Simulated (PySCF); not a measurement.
# Computed spin Hamiltonian

Species: C₄H₆FO₂Si (doublet state).
Geometry (GFN2-xTB, Å), atoms numbered from 1 in this order:
```xyz
14
C4H6FO2Si angstrom
O     -3.5127   -0.7940    0.2849
C     -2.3781   -0.4415    0.4188
C     -1.3573   -0.3705   -0.6946
C     -0.4760    0.8262   -0.5661
F     -1.0637    2.0023   -0.9043
C      0.7865    0.8621   -0.1368
O      1.4472   -0.2441    0.2119
Si     2.8513   -0.5449    1.0011
H     -1.9756   -0.1371    1.4042
H     -1.8779   -0.3715   -1.6548
H     -0.7281   -1.2615   -0.6226
H      1.3173    1.8043   -0.0810
H      3.8155    0.5316    0.8341
H      3.1511   -1.8620    0.4829
```

The hyperfine couplings belong to this conformer and change with its torsions.

Identity: `O=CC/C(F)=C\O[SiH2]` [radical].

The calculation used PySCF, UKS B3LYP, pcH-1 on C F H O Si, non-relativistic, mean-field spin-orbit, GIAO. Geometry: GFN2-xTB, one conformer, isolated molecule. The geometry wasn't refined by DFT: couplings that depend on bond lengths, twists or pyramidal angles can differ widely from those at the functional's own minimum, by a factor of two or more for some ions and for spin on atoms past the first row. Stability of the SCF solution: not tested.

```json
{"g1, g2, g3": "2.00120, 2.00214, 2.00435", "g_iso": "2.00256", "Form of g": "rhombic: the two nearest values differ by 30 % of g3 − g1", "⟨S²⟩": "0.7518 (exact 0.7500)", "α and β electrons": "35, 34", "HOMO–LUMO gap, α and β orbitals": "4.56, 3.91 eV"}
```

Isotropic coupling and dipolar principal values T1 to T3, in mT (MHz turned into mT with g_iso):

| atom | isotope | a_iso | of which spin–orbit | T1 | T2 | T3 | Mulliken spin population |
| --- | --- | --- | --- | --- | --- | --- | --- |
| O1 | 17O | 0.00 | 0.00 | -0.01 | 0.00 | 0.01 | 0.00 |
| C2 | 13C | 0.19 | 0.00 | -0.01 | -0.01 | 0.02 | 0.00 |
| C3 | 13C | -0.07 | 0.00 | -0.01 | -0.01 | 0.01 | 0.00 |
| C4 | 13C | 0.23 | 0.00 | -0.20 | -0.17 | 0.36 | 0.06 |
| F5 | 19F | 0.33 | 0.00 | -0.62 | -0.52 | 1.14 | 0.00 |
| C6 | 13C | -0.23 | 0.00 | -0.20 | 0.05 | 0.15 | -0.04 |
| O7 | 17O | -0.87 | 0.00 | -1.26 | 0.61 | 0.65 | 0.07 |
| Si8 | 29Si | -19.02 | 0.04 | -5.45 | 2.72 | 2.74 | 0.84 |
| H9 | 1H | 0.00 | 0.00 | -0.03 | -0.02 | 0.05 | 0.00 |
| H10 | 1H | 0.13 | 0.00 | -0.02 | -0.02 | 0.04 | 0.00 |
| H11 | 1H | 0.03 | 0.00 | -0.05 | -0.03 | 0.07 | 0.00 |
| H12 | 1H | 0.05 | 0.00 | -0.08 | -0.07 | 0.15 | 0.00 |
| H13 | 1H | 3.33 | 0.00 | -0.31 | 0.02 | 0.29 | 0.04 |
| H14 | 1H | 3.17 | 0.00 | -0.29 | 0.02 | 0.27 | 0.03 |

The largest Mulliken spin populations are on Si8 (+0.84) and O7 (+0.07). Si8 is the only atom above +0.15. The angles at Si8 add up to 331.7°, so it is pyramidal.

Under fast tumbling the dipolar parts average out, and these isotropic splittings remain: 2 × 1H (H13/H14, I = 1/2, 3 lines) with 3.25 mT, 1 × 19F (F5, I = 1/2, 2 lines) with 0.33 mT, 2 × 1H (H10/H11, I = 1/2, 3 lines) with 0.08 mT and 1 × 1H (H12, I = 1/2, 2 lines) with 0.05 mT.

Means are taken over nuclei equivalent by connectivity, which assumes that they swap fast.

The 17O coupling of O7 (-24.4 MHz) shows only in satellite lines or after enrichment, since that isotope makes up about 0.038 % of natural oxygen.

The 29Si coupling of Si8 (-533.0 MHz) shows only in satellite lines or after enrichment, since that isotope makes up about 4.7 % of natural silicon.

Hardware: Arm Neoverse V2, one thread, shared host. Cost: 78 s wall (with the writing of density and orbital grids), 1.0 GiB resident at most.
